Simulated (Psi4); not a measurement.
CaCl₂, charge -1, doublet, geometry from GFN2-xTB of the parent state (such geometries of metal compounds can be far from the true shape) (a state made from the parent by changing its charge; the spin is typed, not shown lowest) (a gas-phase anion, which may not be bound at this level); HF/6-31G* (Psi4).

Input for Psi4:
```
memory 2 GB

molecule {
-1 2
Ca    0.20833325   -0.77248415   -0.00231624
Cl    1.27221329    0.83465715   -1.36523888
Cl   -1.51731124    0.07414773    1.36796387
}

set {
  basis 6-31g*
  reference uhf
}

energy('scf')
print_variables()
```

Output, abridged:

```
   => Loading Basis Set <=

    Name: 6-31G*
    Role: ORBITAL
    Keyword: BASIS

         ---------------------------------------------------------
                                   SCF
               by Justin Turney, Rob Parrish, Andy Simmonett
                          and Daniel G. A. Smith
                              UHF Reference
         ---------------------------------------------------------

  ==> Geometry <==

    Molecular point group: c2v
    Full point group: C2v

    Geometry (in Angstrom), charge = -1, multiplicity = 2:

       Center              X                  Y                   Z               Mass
    ------------   -----------------  -----------------  -----------------  -----------------
         CA          -0.000000000000     0.000000000000    -0.808657832793    39.962590863000
         CL           1.989360384269     0.000000000000     0.462069236500    34.968852682000
         CL          -1.989360384269    -0.000000000000     0.462069236500    34.968852682000

  Running in c2v symmetry.

  Rotational constants: A =      0.41051  B =      0.06091  C =      0.05304 [cm^-1]
  Rotational constants: A =  12306.83799  B =   1825.90799  C =   1590.00621 [MHz]
  Nuclear repulsion =  190.875351095320696

  Charge       = -1
  Multiplicity = 2
  Electrons    = 55
  Nalpha       = 28
  Nbeta        = 27

  ==> Algorithm <==

  SCF Algorithm Type is DF.
  DIIS enabled.
  MOM disabled.
  Fractional occupation disabled.
  Guess Type is SAD.
  Energy threshold   = 1.00e-06
  Density threshold  = 1.00e-06
  Integral threshold = 1.00e-12

  ==> Primary Basis <==

  Basis Set: 6-31G*
    Blend: 6-31G*
    Number of shells: 26
    Number of basis functions: 61
    Number of Cartesian functions: 61
    Spherical Harmonics?: false
    Max angular momentum: 2

   => Loading Basis Set <=

    Name: (6-31G* AUX)
    Role: JKFIT
    Keyword: DF_BASIS_SCF

  ==> Integral Setup <==

  SCF_SUBTYPE=INCORE selected. In-core MEM_DF algorithm will be used.
  Using in-core AOs.

  ==> MemDFJK: Density-Fitted J/K Matrices <==

    J tasked:                   Yes
    K tasked:                   Yes
    wK tasked:                   No
    Algorithm:                 Core
    Schwarz Cutoff:           1E-12
    Mask sparsity (%):       5.5361
    Fitting Condition:        1E-10

   => Auxiliary Basis Set <=

  Basis Set: (6-31G* AUX)
    Blend: CC-PVDZ-JKFIT + DEF2-UNIVERSAL-JKFIT
    Number of shells: 116
    Number of basis functions: 463
    Number of Cartesian functions: 463
    Spherical Harmonics?: false
    Max angular momentum: 4

  Minimum eigenvalue in the overlap matrix is 1.4120607695E-02.
  Reciprocal condition number of the overlap matrix is 2.8815275284E-03.
    Using symmetric orthogonalization.

  ==> Pre-Iterations <==

  SCF Guess: Superposition of Atomic Densities via on-the-fly atomic UHF (no occupation information).

   -------------------------
    Irrep   Nso     Nmo
   -------------------------
     A1        26      26
     A2         6       6
     B1        19      19
     B2        10      10
   -------------------------
    Total      61      61
   -------------------------

  ==> Iterations <==

                           Total Energy        Delta E     RMS |[F,P]|

   @DF-UHF iter SAD: -1594.85679069669891   -1.59486e+03   0.00000e+00
   @DF-UHF iter   1: -1595.77182294883369   -9.15032e-01   1.01391e-02 DIIS/ADIIS
   @DF-UHF iter   2: -1595.84976355376466   -7.79406e-02   3.94516e-03 DIIS/ADIIS
   @DF-UHF iter   3: -1595.85935467016566   -9.59112e-03   3.64241e-04 DIIS/ADIIS
   @DF-UHF iter   4: -1595.86010598130383   -7.51311e-04   1.58505e-04 DIIS/ADIIS
   @DF-UHF iter   5: -1595.86030713334458   -2.01152e-04   4.09989e-05 DIIS
   @DF-UHF iter   6: -1595.86031598993600   -8.85659e-06   1.34741e-05 DIIS
   @DF-UHF iter   7: -1595.86031683512329   -8.45187e-07   4.19718e-06 DIIS
   @DF-UHF iter   8: -1595.86031691815242   -8.30291e-08   9.71861e-07 DIIS
  Energy and wave function converged.

  ==> Post-Iterations <==

   @Spin Contamination Metric:   4.045408623E-04
   @S^2 Expected:                7.500000000E-01
   @S^2 Observed:                7.504045409E-01
   @S   Expected:                5.000000000E-01
   @S   Observed:                5.000000000E-01

    Orbital Energies [Eh]
    ---------------------

    Alpha Occupied:

       1A1  -149.153181     1B1  -104.592999     2A1  -104.592999
       3A1   -16.632975     4A1   -13.440683     1B2   -13.440626
       2B1   -13.440020     5A1   -10.330064     3B1   -10.330060
       4B1    -7.798365     6A1    -7.798361     2B2    -7.797082
       1A2    -7.797078     5B1    -7.797072     7A1    -7.797067
       8A1    -2.071760     6B1    -1.181504     9A1    -1.175996
       3B2    -1.172547    10A1    -0.860035     7B1    -0.852377
      11A1    -0.299142     8B1    -0.281541    12A1    -0.276051
       4B2    -0.270920     2A2    -0.268362     9B1    -0.261265
      13A1    -0.040235

    Alpha Virtual:

       5B2     0.152179    10B1     0.180774    14A1     0.194059
      15A1     0.244830     6B2     0.347377    16A1     0.395362
      11B1     0.400308     7B2     0.487836     3A2     0.499097
      17A1     0.506125    18A1     0.603741    19A1     0.614509
      12B1     0.678713    20A1     0.821617    13B1     0.833479
       4A2     0.838534     8B2     0.874130    21A1     0.879806
      14B1     0.913010    15B1     0.974362    22A1     1.032859
       5A2     1.357610    16B1     1.357752     9B2     1.358018
      23A1     1.360620    17B1     1.363558    10B2     1.392887
       6A2     1.404383    24A1     1.445319    18B1     1.557474
      25A1     1.572897    19B1     4.895816    26A1     4.919758

    Beta Occupied:

       1A1  -149.152318     1B1  -104.592846     2A1  -104.592846
       3A1   -16.631709     1B2   -13.440232     2B1   -13.439546
       4A1   -13.439232     5A1   -10.329832     3B1   -10.329828
       4B1    -7.797903     6A1    -7.797898     2B2    -7.797147
       1A2    -7.797143     5B1    -7.796921     7A1    -7.796916
       8A1    -2.067795     6B1    -1.179996     9A1    -1.171243
       3B2    -1.170949    10A1    -0.858662     7B1    -0.851112
      11A1    -0.296421     8B1    -0.279320    12A1    -0.275079
       4B2    -0.270981     2A2    -0.268833     9B1    -0.260564

    Beta Virtual:

      13A1     0.155680     5B2     0.175668    10B1     0.200601
      14A1     0.201582    15A1     0.284208     6B2     0.369332
      16A1     0.416197    11B1     0.423271     7B2     0.499945
       3A2     0.505929    17A1     0.515089    18A1     0.611240
      19A1     0.624096    12B1     0.681525    20A1     0.822960
      13B1     0.835765     4A2     0.839425     8B2     0.875405
      21A1     0.882658    14B1     0.914871    15B1     0.978687
      22A1     1.035636     5A2     1.357444    16B1     1.357559
       9B2     1.358290    23A1     1.360718    17B1     1.365086
      10B2     1.393355     6A2     1.405382    24A1     1.446568
      18B1     1.559378    25A1     1.574557    19B1     4.896295
      26A1     4.920177

    Final Occupation by Irrep:
             A1    A2    B1    B2
    DOCC [    12,    2,    9,    4 ]
    SOCC [     1,    0,    0,    0 ]
    NA   [    13,    2,    9,    4 ]
    NB   [    12,    2,    9,    4 ]

  @DF-UHF Final Energy: -1595.86031691815242

   => Energetics <=

    Nuclear Repulsion Energy =            190.8753510953206955
    One-Electron Energy =               -2590.0381107009302468
    Two-Electron Energy =                 803.3024426874571873
    Total Energy =                      -1595.8603169181524208

  UHF NO Occupations:
  HONO-2 :   12 A1 1.9999488
  HONO-1 :    4 B2 1.9999113
  HONO-0 :   13 A1 1.0000000
  LUNO+0 :    5 B2 0.0000887
  LUNO+1 :   14 A1 0.0000512
  LUNO+2 :   10 B1 0.0000390
  LUNO+3 :   15 A1 0.0000072

Computation Completed

Properties will be evaluated at   0.000000,   0.000000,   0.000000 [a0]

Properties computed using the SCF density matrix

 Multipole Moments:

 ------------------------------------------------------------------------------------
     Multipole            Electronic (a.u.)      Nuclear  (a.u.)        Total (a.u.)
 ------------------------------------------------------------------------------------

 L = 1.  Multiply by 2.5417464519 to convert [e a0] to [Debye]
 Dipole X            :          0.0000000            0.0000000            0.0000000
 Dipole Y            :          0.0000000            0.0000000            0.0000000
 Dipole Z            :          1.3453226           -0.8745702            0.4707524
 Magnitude           :                                                    0.4707524

 ------------------------------------------------------------------------------------

  Variable Map:
  ----------------------------------------------------------------------------
  "CURRENT ENERGY"           =>   -1595.860316918152
  "CURRENT REFERENCE ENERGY" =>   -1595.860316918152
  "DD SOLVATION ENERGY"      =>       0.000000000000
  "HF KINETIC ENERGY"        =>    1596.087366773113
  "HF POTENTIAL ENERGY"      =>   -3191.947683691265
  "HF TOTAL ENERGY"          =>   -1595.860316918152
  "HF VIRIAL RATIO"          =>       1.999857745973
  "NUCLEAR REPULSION ENERGY" =>     190.875351095321
  "ONE-ELECTRON ENERGY"      =>   -2590.038110700930
  "PCM POLARIZATION ENERGY"  =>       0.000000000000
  "PE ENERGY"                =>       0.000000000000
  "SCF ITERATION ENERGY"     =>   -1595.860316918152
  "SCF ITERATIONS"           =>       8.000000000000
  "SCF TOTAL ENERGY"         =>   -1595.860316918152
  "TWO-ELECTRON ENERGY"      =>     803.302442687457

  Array Variable Map:
  ----------------------------------------------------------------------------
  "CURRENT DIPOLE"           =>       0.000000000000 ... 0.470752362988 1 by 3
  "SCF DIPOLE"               =>       0.000000000000 ... 0.470752362988 1 by 3
  "SCF TOTAL ENERGIES"       =>   -1594.856790696699 ... -1595.860316918152 1 by 9
```
